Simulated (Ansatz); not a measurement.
`[F][Ga@H-]1[F+][Ga@@H-]([F])[F+]1`: the same geometry under several functionals.

```yaml
crystal:
  periodic: [false, false, false]
  atoms:
    - {symbol: F, position_ang: [2.156956, -1.357817, 0.281869]}
    - {symbol: Ga, position_ang: [1.378424, 0.176315, 0.517603]}
    - {symbol: F, position_ang: [0.352411, 0.472590, -1.082399]}
    - {symbol: Ga, position_ang: [-1.403969, -0.026494, -0.476608]}
    - {symbol: F, position_ang: [-1.653753, -1.635559, -1.079744]}
    - {symbol: F, position_ang: [-0.390932, -0.245668, 1.143937]}
    - {symbol: H, position_ang: [1.949168, 1.466408, 1.122526]}
    - {symbol: H, position_ang: [-2.388306, 1.150225, -0.427194]}
basis:
  gaussian: {orbitals: def2-TZVPP}
hamiltonian: {xc: {name: r2SCAN0}, dispersion: d4}
output: {orbitals: {seedname: orbitals}}
```

```sh
$ ansatz run in.yaml --threads 4 --pin off --events-out ev --progress --plain --max-ram 11315MiB
```

It prints (some lines left out):

```
Functional definition: r2SCAN0
  name "r2SCAN0"
  cite "Bursch, Neugebauer, Ehlert & Grimme, J. Chem. Phys. 156, 134105 (2022) doi:10.1063/5.0086040"
  cite "Furness, Kaplan, Ning, Perdew & Sun, J. Phys. Chem. Lett. 11, 8208 (2020) doi:10.1021/acs.jpclett.0c02405"
  cite "Furness, Kaplan, Ning, Perdew & Sun, J. Phys. Chem. Lett. 11, 9248 (2020) doi:10.1021/acs.jpclett.0c03077"
  parent r2scan
  parameter a = 0.25
  parameter k0 = 0.174
  parameter k1 = 0.065
  parameter a1 = 4.9479
  exchange = (1 - a)*r2scan_x(k0 = k0, k1 = k1, a1 = a1) + a*exact_x
  correlation = r2scan_c
1568 factors; their error is unknown
mean field evaluation 1: about -115652.2910 eV, gradient 7.0e1 eV
mean field evaluation 2: about -115641.2470 eV, gradient 1.2e2 eV
mean field evaluation 4: about -115658.8754 eV, gradient 4.5e0 eV
mean field evaluation 8: about -115658.8958 eV, gradient 5.9e-2 eV
mean field evaluation 16: about -115659.3096 eV, gradient 5.4e-5 eV
mean field -115659.30960336 eV, -4250.4012312277 hartree, gradient 5.4e-5 eV, S^2 0.000000; 0 other end points of the search recorded, 0 dependent functions left out
reference -115659.30961394 eV, -4250.4012316167 hartree; 50, 50 occupied and 198, 198 virtual orbitals, 1568 factors
Total energy: -115659.36300064 eV, -4250.4031935417 hartree
```

Hardware: 4 threads of an Arm Neoverse V2 on a shared host. Wall time 8.5 s, peak host memory 1 GiB.

The same input with `hamiltonian: {xc: lda}` (abridged; 1.7 s):

```
Functional definition: SPW92
mean field evaluation 16: about -115433.1173 eV, gradient 1.2e-4 eV
mean field -115433.11729247 eV, -4242.0888171212 hartree, gradient 3.6e-5 eV, S^2 0.000000
Total energy: -115433.11733408 eV, -4242.0888186505 hartree
```

Changing it to `hamiltonian: {xc: hse06, dispersion: d4}` (abridged; 6 s):

```
Functional definition: HSE06
mean field evaluation 16: about -115642.3106 eV, gradient 3.3e-5 eV
mean field -115642.31060928 eV, -4249.7765297176 hartree, gradient 3.3e-5 eV, S^2 0.000000
Total energy: -115642.46397822 eV, -4249.7821659223 hartree
```

Changing it to `hamiltonian: {xc: {name: wB97M-V}}` and forces (abridged; 19 s):

```
Functional definition: wB97M-V
mean field evaluation 16: about -115658.8868 eV, gradient 5.3e-5 eV
mean field -115658.88676984 eV, -4250.3856923824 hartree, gradient 2.4e-5 eV, S^2 0.000000
Total energy: -115658.88682444 eV, -4250.3856943889 hartree
Atom 0 force     0.032712    -0.098264    -0.019102 eV/Å
Atom 1 force     0.107239     0.244206     0.110567 eV/Å
Atom 2 force     0.017254     0.005520    -0.051940 eV/Å
Atom 3 force    -0.183327     0.223225     0.006221 eV/Å
Atom 4 force    -0.000166    -0.100551    -0.031113 eV/Å
Atom 5 force    -0.013965    -0.025836     0.047355 eV/Å
Atom 6 force    -0.059049    -0.129979    -0.059074 eV/Å
Atom 7 force     0.099303    -0.118321    -0.002915 eV/Å
Dipole moment:    -0.131577     0.780401     0.209244 e Å
```

With the line `hamiltonian: {xc: {name: revPBE}, dispersion: d4}` (abridged; 3 s):

```
Functional definition: revPBE
mean field evaluation 16: about -115655.1747 eV, gradient 1.4e-4 eV
mean field -115655.17473653 eV, -4250.2492776745 hartree, gradient 3.7e-5 eV, S^2 0.000000
Total energy: -115655.66644810 eV, -4250.2673477412 hartree
```

Changing it to `hamiltonian: {xc: {name: B97M-V}}` (abridged; 12 s):

```
Functional definition: B97M-V
mean field evaluation 16: about -115643.1438 eV, gradient 1.8e-4 eV
mean field -115643.14378050 eV, -4249.8071481954 hartree, gradient 2.2e-5 eV, S^2 0.000000
Total energy: -115643.14384766 eV, -4249.8071506632 hartree
```

HSE06 is the plane-wave form, built on full-range PBE exchange.
